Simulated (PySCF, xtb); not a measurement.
silene (CH4Si), SMILES [SiH2]=C.

GFN2-xTB in xtb at its own geometry gives an orbital gap of 2.75 eV and a dipole moment of 1.74 D.

The structure is a stationary point at B3LYP-D3(BJ)/def2-TZVP.

Task: What does PBE/def2-TZVPD (PySCF) give? (Estimate from the structure and the level; the computed values follow.)

Result: gap 3.56 eV (levels -5.68 and -2.12 eV), dipole 0.64 D.
